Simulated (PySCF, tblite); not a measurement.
Calculations on `CSC1=CC=C[CH][C@@H]1F` [radical], in the order of a workflow; each names the level of the geometry that it ran on. Settings lines and outputs come from a driver script.

C7H8FS (doublet state).
Atom-mapped SMILES: `[CH3:1][S:2][C:3]1=[CH:4][CH:5]=[CH:6][CH:7][C@@H:8]1[F:9]` (hydrogens: H10, H11, H12 on C1; H13 on C4; H14 on C5; H15 on C6; H16 on C7; H17 on C8)

Step 1: GFN2-xTB geometry optimisation, gas phase (tblite 0.8.0) (from a force-field or distance-geometry start)
```json
{"job": {"kind": "relax", "xc": "GFN2-xTB", "basis": "xTB"}, "charge": 0, "multiplicity": 2}
```
```
step      E/eV     max force
  0    -732.72298    3.732
  1    -733.08225    1.937
  2    -733.21471    1.444
...
119    -733.93555    0.022
120    -733.93563    0.024
121    -733.93568    0.016
122    -733.93572    0.015
123    -733.93574    0.009
```

Energy lowered by 28.0 kcal/mol over 123 steps; largest atomic force 0.009 eV/Å at the end. «max force» is the largest atomic force in eV/Å.

On one thread of an Arm Neoverse V1, shared host with 64 logical CPUs at a one-minute load of 23, this took 0.94 s of wall time.

Step 2: GFN2-xTB harmonic vibrations, gas phase (tblite 0.8.0) (on the GFN2-xTB geometry)
```json
{"job": {"kind": "ir", "xc": "GFN2-xTB", "basis": "xTB"}, "charge": 0, "multiplicity": 2}
```
```
(table of modes left out)
```

45 modes from 43 to 3113 cm⁻¹ (unscaled, harmonic); zero-point energy 79.5 kcal/mol; all wavenumbers are real at this level.

Time: 0.64 s of wall time. Hardware: Arm Neoverse V1, one thread, shared host.

Step 3: UKS B3LYP, pcH-1 on C F H S, non-relativistic, mean-field spin-orbit, GIAO (PySCF 2.14.0) (on the GFN2-xTB geometry)
```json
{"job": {"kind": "epr", "basis": "pcH-1"}, "charge": 0, "multiplicity": 2}
```
```
...
E = -769.56521230 Eh   <S^2> = 0.7791 (exact 0.7500)
g shifts (ppm)      1          2          3
  rmc          -181       -181       -181
  gc             16         57         42
  oz_so       -1145       1776       4004
  total       -1310       1653       3866
hyperfine (MHz)  atom isotope    a_iso     a_fc   dipolar eigenvalues
    0   13C       0.61       0.59     -0.48      0.01      0.47
    1   33S       5.76       6.00    -16.91    -14.14     31.04
    2   13C      39.92      39.67    -34.77    -32.54     67.31
    3   13C     -32.83     -32.85    -23.74     10.33     13.41
    4   13C      39.25      39.35    -36.04    -33.81     69.85
    5   13C     -27.52     -27.54    -17.45      7.53      9.91
    6   13C      27.32      27.29    -26.12    -24.02     50.14
    7   13C     -13.21     -13.18     -2.58     -0.74      3.33
    8   19F     412.65     411.33   -107.07    -99.78    206.85
    9    1H       8.64       8.64     -1.96     -0.52      2.48
   10    1H       0.77       0.76     -1.24     -1.07      2.31
   11    1H      15.36      15.36     -1.63     -0.65      2.28
   12    1H      10.22      10.21     -3.85     -1.63      5.48
   13    1H     -29.51     -29.50    -17.56     -0.40     17.96
   14    1H       7.27       7.27     -3.27     -0.51      3.78
...
```

⟨S²⟩ 0.779; g_iso 2.0037. rmc, gc and oz_so are the mass-correction, gauge-correction and orbital-Zeeman/spin–orbit parts of the g shift along its three principal axes; a_iso is the isotropic hyperfine coupling and a_fc its Fermi-contact part. The log counts atoms from 0, this text from 1.

The run took 2.1 min (grids of density and orbitals included) on Arm Neoverse V1, one thread (shared host), and the process peaked at 1.1 GiB of memory.

Geometry of the electronic-property runs (GFN2-xTB):
```
atom  x, y, z in Å
C1     2.9290    0.1962    0.0210
S2     1.8907   -0.5447    1.3137
C3     0.2498   -0.3290    0.7574
C4    -0.7509   -0.9258    1.4928
C5    -2.0883   -0.7447    1.1832
C6    -2.4505    0.0966    0.1114
C7    -1.5149    0.7068   -0.6492
C8    -0.0574    0.4809   -0.4526
F9     0.4492   -0.1811   -1.6169
H10    2.7008   -0.2525   -0.9398
H11    3.9526   -0.0273    0.3052
H12    2.7810    1.2721   -0.0053
H13   -0.4680   -1.5361    2.3380
H14   -2.8493   -1.2345    1.7678
H15   -3.4980    0.2614   -0.0934
H16   -1.7804    1.3400   -1.4812
H17    0.4976    1.4338   -0.4643
```

 (This holds for the electronic-property runs.)

One conformer stands for the species.
